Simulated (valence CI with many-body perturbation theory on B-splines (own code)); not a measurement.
**Os LXII: magnetic and hyperfine properties of the levels**

Computed by relativistic CI+MBPT: five valence electrons over a frozen Dirac-Fock core [Ne], a basis of 9 s, 9 p, 8 d, 6 f, 3 g, 1 h functions for each j, with the one-electron correlation potential Σ1, the two-electron term Σ2, the three-electron term Σ3, Breit, model QED; selected CI, second order for the rest (own B-spline code, finite nucleus).

No measured spectrum was set against this ion. As an estimate, large intervals hold to a few tenths of a per cent, small ones and those within an open d or f shell to about a per cent. Among the levels kept, up to 600 cm⁻¹ of a level comes from second order outside the variational space, and about a tenth of that is noise between levels of different J, which matters for small intervals.

A/g_I is the dipole constant over the nuclear g factor μ/I (μ in nuclear magnetons, uniformly magnetised nucleus), B/Q the quadrupole constant per barn. Both hold the static response of the core; the bare values leave it out. Large factors of s and p1/2 electrons are usually good to 5 to 10 %; those of open d and f shells near neutrality can be off by tens of per cent, and small factors of p3/2, d and f electrons come from cancelling terms and can be off by a factor of two or in sign, in half-filled shells by more. B is blank for J = 1/2, where it vanishes, and for nearly pure S terms. Energies count from the lowest level.

Levels are named by their leading jj configuration (3d3/2^4 stands for four electrons in 3d with j = 3/2), which in mixed levels can hold well under half, so a name can repeat and another be missing. Letters in brackets count levels of one name in rising energy.

```tsv
Level	E (Ry)	g	A/g_I (MHz)	A/g_I bare	B/Q (MHz/b)	B/Q bare
(3s^2 3p1/2^2 3p3/2) J=3/2	0.000	1.338	229000	228000	452000	446000
(3s^2 3p1/2^2 3d3/2) J=3/2	17.470	0.777	124000	127000	76500	78900
(3s^2 3p1/2^2 3d5/2) J=5/2	25.248	1.193	52500	55600	67400	70000
(3s^2 3p1/2 3p3/2^2) J=3/2	28.625	1.452	-144000	-138000	31000	30600
(3s^2 3p1/2 3p3/2^2) J=5/2	29.516	1.185	613000	605000	-1100	-1080
(3s^2 3p1/2 3p3/2^2) J=1/2	30.687	0.646	2130000	2090000		
(3s 3p1/2^2 3p3/2^2) J=5/2	42.007	1.455	1380000	1360000	85600	84400
(3s 3p1/2^2 3p3/2^2) J=3/2	44.243	1.145	-737000	-717000	-42000	-41300
(3s 3p1/2^2 3p3/2^2) J=1/2	44.417	2.029	5620000	5510000		
(3s^2 3p1/2 3p3/2 3d3/2) J=5/2 [a]	45.890	0.955	458000	454000	-44400	-42300
(3s^2 3p1/2 3p3/2 3d3/2) J=1/2 [a]	46.146	0.217	783000	775000		
(3s^2 3p1/2 3p3/2 3d3/2) J=3/2 [a]	46.173	0.901	459000	455000	-275000	-272000
(3s^2 3p1/2 3p3/2 3d3/2) J=7/2	46.825	1.017	454000	450000	503000	500000
(3s^2 3p1/2 3p3/2 3d3/2) J=5/2 [b]	49.094	1.152	56200	60000	474000	470000
(3s^2 3p1/2 3p3/2 3d3/2) J=1/2 [b]	49.893	1.660	1500000	1470000		
(3s^2 3p1/2 3p3/2 3d3/2) J=3/2 [b]	49.964	1.213	-103000	-96000	21100	19500
(3s^2 3p1/2 3p3/2 3d5/2) J=7/2 [a]	52.675	1.301	-104000	-98300	503000	500000
(3s^2 3p1/2 3p3/2 3d5/2) J=3/2 [a]	53.647	1.328	-335000	-324000	-171000	-169000
(3s^2 3p1/2 3p3/2 3d5/2) J=9/2	53.654	1.179	340000	337000	510000	507000
(3s^2 3p1/2 3p3/2 3d5/2) J=5/2 [a]	53.910	1.114	438000	433000	-331000	-325000
(3s^2 3p1/2 3p3/2 3d5/2) J=5/2 [b]	55.408	1.278	-94300	-88700	18600	19900
(3s^2 3p1/2 3p3/2 3d5/2) J=7/2 [b]	55.528	1.123	391000	387000	-9230	-6790
(3s^2 3p1/2 3p3/2 3d5/2) J=3/2 [b]	56.188	0.931	638000	629000	46500	46700
(3s^2 3p1/2 3p3/2 3d5/2) J=1/2	56.477	1.223	-651000	-634000		
(3s 3p1/2^2 3p3/2 3d3/2) J=5/2 [a]	59.162	1.253	1090000	1080000	140000	138000
(3s 3p1/2^2 3p3/2 3d3/2) J=3/2 [a]	59.316	1.259	604000	597000	-21300	-22600
(3s^2 3p3/2^3) J=3/2	59.452	1.288	200000	200000	-450000	-444000
(3s 3p1/2^2 3p3/2 3d3/2) J=1/2 [a]	59.499	2.352	3300000	3240000		
(3s 3p1/2^2 3p3/2 3d3/2) J=7/2	59.982	1.238	1030000	1020000	488000	484000
(3s 3p1/2^2 3p3/2 3d3/2) J=3/2 [b]	61.378	1.007	566000	559000	-238000	-235000
(3s 3p1/2^2 3p3/2 3d3/2) J=5/2 [b]	62.175	0.869	-240000	-230000	258000	257000
(3s 3p1/2^2 3p3/2 3d3/2) J=1/2 [b]	62.527	0.553	1090000	1070000		
(3s^2 3p1/2 3d3/2^2) J=5/2	64.461	0.788	349000	347000	106000	106000
(3s 3p1/2^2 3p3/2 3d5/2) J=9/2	65.972	1.341	809000	798000	504000	501000
(3s 3p1/2^2 3p3/2 3d5/2) J=5/2 [a]	67.260	1.371	1200000	1180000	-246000	-243000
(3s^2 3p1/2 3d3/2^2) J=1/2	67.678	0.633	2110000	2070000		
(3s^2 3p1/2 3d3/2^2) J=3/2	67.742	0.944	-432000	-418000	-117000	-115000
(3s 3p1/2^2 3p3/2 3d5/2) J=7/2 [a]	67.818	1.262	550000	544000	242000	241000
(3s 3p1/2^2 3p3/2 3d5/2) J=3/2 [a]	68.265	0.965	-520000	-505000	-159000	-156000
(3s 3p1/2^2 3p3/2 3d5/2) J=7/2 [b]	69.107	1.176	-125000	-117000	260000	260000
```

Problem. Take the isotope of mass number 189, with I = 3/2, μ = 0.6576 μN and Q = 0.86 b. What is the hyperfine structure of (3s^2 3p1/2^2 3d3/2) J=3/2?

Solution. From the table A = 54200 MHz, B = 65800 MHz. Shifts from the centre of gravity in MHz: F = 0: -121000, F = 1: -133000, F = 2: -90000, F = 3: 138000.
